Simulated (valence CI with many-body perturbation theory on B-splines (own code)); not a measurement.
Results of a calculation; reference values are marked as such.
## Level structure of Cs XXIV

Method: configuration interaction combined with many-body perturbation theory (CI+MBPT): four valence electrons over a frozen Dirac-Fock core [Ar] 3d10, radial functions for each j: 11 s, 11 p, 9 d, 7 f, 5 g, 2 h, 1 i, with the one-electron correlation potential Σ1 (screened to all orders), the two-electron term Σ2, the three-electron term Σ3, Breit, model QED; selected single and double excitations, second order for the rest (own B-spline code, finite nucleus).

No measured spectrum was set against this ion. As an estimate, levels hold to about 250 cm⁻¹ or 0.2 % of their energy and the worst to 1 %, as in measured heavy ions of charge 2 to 7; those with d or f electrons hold less well.

Levels 1 to 45 of 71, with energies above the lowest level, (4s^2 4p1/2^2) J=0. "Leading %" is the weight of the configuration and term that name the level; weights of strongly mixed levels are sums over their largest components and can fall short. In the jj column 3d3/2^4 stands for four electrons in 3d with j = 3/2.

```
No.  Configuration  Term  J  E (cm⁻¹)  Leading %                   Leading jj      g
  1         4s²4p²    ³P  0         0         76          4s^2 4p1/2^2 (97 %)       
  2         4s²4p²    ³P  1    127900         99      4s^2 4p1/2 4p3/2 (99 %)  1.499
  3         4s²4p²    ¹D  2    148490         55      4s^2 4p1/2 4p3/2 (97 %)  1.219
  4         4s²4p²    ³P  2    292160         55          4s^2 4p3/2^2 (97 %)  1.278
  5         4s²4p²    ¹S  0    340760         76          4s^2 4p3/2^2 (97 %)       
  6          4s4p³   ⁵S°  2    537760         59      4s 4p1/2^2 4p3/2 (82 %)  1.759
  7          4s4p³   ³D°  1    612500         54      4s 4p1/2^2 4p3/2 (80 %)  0.888
  8          4s4p³   ³D°  2    664750         55      4s 4p1/2 4p3/2^2 (84 %)  1.432
  9          4s4p³   ³D°  3    700830         94      4s 4p1/2 4p3/2^2 (94 %)  1.331
 10          4s4p³   ³P°  0    743610         95      4s 4p1/2 4p3/2^2 (95 %)       
 11          4s4p³   ³P°  1    760220         55      4s 4p1/2 4p3/2^2 (84 %)  1.278
 12          4s4p³   ¹D°  2    763540         46      4s 4p1/2 4p3/2^2 (69 %)  1.130
 13          4s4p³   ³S°  1    807050         46      4s 4p1/2 4p3/2^2 (82 %)  1.502
 14        4s²4p4d   ³F°  2    853820         63      4s^2 4p1/2 4d3/2 (71 %)  0.892
 15          4s4p³   ³P°  2    884470         32            4s 4p3/2^3 (58 %)  1.159
 16        4s²4p4d   ³F°  3    914080         80      4s^2 4p1/2 4d5/2 (82 %)  1.103
 17        4s²4p4d   ³P°  2    936170         49      4s^2 4p1/2 4d5/2 (86 %)  1.285
 18        4s²4p4d   ³D°  1    936650         44      4s^2 4p1/2 4d3/2 (87 %)  0.868
 19          4s4p³   ¹P°  1    963320         44            4s 4p3/2^3 (71 %)  1.266
 20        4s²4p4d   ³F°  4   1026700         98      4s^2 4p3/2 4d5/2 (98 %)  1.249
 21        4s²4p4d   ¹D°  2   1045900         39      4s^2 4p3/2 4d3/2 (73 %)  1.031
 22        4s²4p4d   ³P°  0   1057100         94      4s^2 4p3/2 4d3/2 (94 %)       
 23        4s²4p4d   ³D°  3   1063700         60      4s^2 4p3/2 4d3/2 (60 %)  1.226
 24        4s²4p4d   ³P°  1   1068800         65      4s^2 4p3/2 4d3/2 (79 %)  1.222
 25        4s²4p4d   ³P°  2   1087800         44      4s^2 4p3/2 4d5/2 (71 %)  1.301
 26        4s²4p4d   ¹F°  3   1133900         72      4s^2 4p3/2 4d5/2 (70 %)  1.084
 27        4s²4p4d   ¹P°  1   1152200         75      4s^2 4p3/2 4d5/2 (82 %)  0.965
 28            4p⁴    ³P  2   1190800         56       4p1/2^2 4p3/2^2 (78 %)  1.348
 29            4p⁴    ³P  0   1247100         42       4p1/2^2 4p3/2^2 (82 %)       
 30        4s4p²4d    ⁵F  1   1252100         67      4s 4p1/2^2 4d3/2 (81 %)  0.287
 31        4s4p²4d    ⁵F  2   1268200         52      4s 4p1/2^2 4d3/2 (56 %)  1.161
 32        4s4p²4d    ⁵F  3   1301800         38      4s 4p1/2^2 4d5/2 (70 %)  1.370
 33            4p⁴    ³P  1   1325500         66         4p1/2 4p3/2^3 (66 %)  1.425
 34            4p⁴    ¹D  2   1338400         50         4p1/2 4p3/2^3 (68 %)  1.140
 35        4s4p²4d    ⁵D  0   1358900         90  4s 4p1/2 4p3/2 4d3/2 (94 %)       
 36        4s4p²4d    ³F  2   1363400         43  4s 4p1/2 4p3/2 4d3/2 (65 %)  1.017
 37        4s4p²4d    ⁵D  1   1367200         70  4s 4p1/2 4p3/2 4d3/2 (74 %)  1.346
 38        4s4p²4d    ⁵F  3   1370600         44  4s 4p1/2 4p3/2 4d3/2 (76 %)  1.242
 39        4s4p²4d    ³F  2   1375200         23  4s 4p1/2 4p3/2 4d3/2 (26 %)  1.106
 40        4s4p²4d    ⁵F  4   1377800         72  4s 4p1/2 4p3/2 4d5/2 (81 %)  1.361
 41        4s4p²4d    ⁵D  4   1396200         41  4s 4p1/2 4p3/2 4d3/2 (51 %)  1.337
 42        4s4p²4d    ⁵F  5   1418000         70  4s 4p1/2 4p3/2 4d5/2 (85 %)  1.339
 43        4s4p²4d    ³F  2   1428300         34  4s 4p1/2 4p3/2 4d5/2 (60 %)  1.146
 44        4s4p²4d    ⁵P  3   1431200         47  4s 4p1/2 4p3/2 4d5/2 (62 %)  1.375
 45        4s4p²4d    ⁵P  2   1454600         61  4s 4p1/2 4p3/2 4d3/2 (57 %)  1.659
```

The ionisation energy to 4s²4p ²P°1/2 of the next ion comes out as 754.67 eV (NIST: 753 ± 4 eV (theoretical)). All 71 levels together are meant to be complete up to 1619500 cm⁻¹.
